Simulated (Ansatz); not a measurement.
Cost and result up the ladder for Cs₂F₃ (5 atoms). Total charge 0; doublet. Geometry: r2SCAN-D4/def2-SVP.

```xyz
5

Cs   -1.5800    0.5279    1.2464
Cs    1.0951   -0.9467   -1.4949
F     0.6590    1.5053   -0.1666
F     1.2072    0.1051    1.1221
F    -1.3813   -1.1916   -0.7070
```

Ansatz on 4 threads of Arm Neoverse V1 on a shared host. Times are rough, and most runs start from the orbitals of an earlier one. r2SCAN0-D4/def2-TZVP serves as the yardstick here, not as an exact answer. Differences are given only for rows in sets of like size (and for xTB, whose basis is part of the method), since another set adds its own error. Binding counts from free atoms at the same level (Cs doublet, F doublet; other spins of the atoms weren't run), without zero-point energy or a counterpoise term.

In the def2 sets Cs takes a core potential; there is no spin–orbit coupling. HSE06 is defined as in plane-wave codes, on full-range PBE exchange. Correlated methods freeze 3 core orbitals; core or outer-core shells of Cs are correlated, in sets that lack core-valence functions. The rows differ in basis, and correlated rows in double-zeta sets carry the largest basis error. In CCSD on the charge 0 doublet the largest single amplitude is 0.17, so its Hartree–Fock determinant may place the open shell otherwise than the density functionals do. In the doublet, F3 and F4 lie 1.98 Å apart (atoms count from 1), so these atoms are partly bonded to each other. The structure comes from a short search, and lower isomers may exist.

Correlated methods converge slowly with the basis, most of all in double-zeta sets.

| level | functions | wall time | binding energy per atom (eV) | difference from r2SCAN0-D4/def2-TZVP (eV) |
| --- | --- | --- | --- | --- |
| PBE-D4/def2-SVP | 90 | 2.5 s | 2.82 | – |
| PBE0-D4/def2-SVP | 90 | 2.7 s | 2.59 | – |
| MP2/def2-TZVP | 151 | 2.8 s | 2.47 | -0.06 |
| PBE-D4/def2-TZVP | 151 | 3.4 s | 2.80 | 0.28 |
| HSE06-D4/def2-TZVP | 151 | 4.4 s | 2.58 | 0.05 |
| PBE-D4/def2-TZVPD | 184 | 4.7 s | 2.82 | 0.29 |
| PBE0-D4/def2-TZVP (with forces) | 151 | 4.8 s | 2.59 | 0.06 |
| BHLYP-D4/def2-TZVP | 151 | 5.5 s | 2.40 | -0.13 |
| PBE0-D4/def2-TZVPD | 184 | 6 s | 2.60 | 0.07 |
| RPA@PBE/def2-TZVP | 151 | 6 s | 2.31 | -0.22 |
| r2SCAN-D4/def2-TZVP | 151 | 7.5 s | 2.73 | 0.20 |
| r2SCAN0-D4/def2-TZVP | 151 | 7.5 s | 2.53 | 0.00 |
| r2SCAN-D4/def2-TZVPD | 184 | 11 s | 2.74 | 0.21 |
| CCSD(T)/def2-SVP | 90 | 30 s | 2.31 | – |
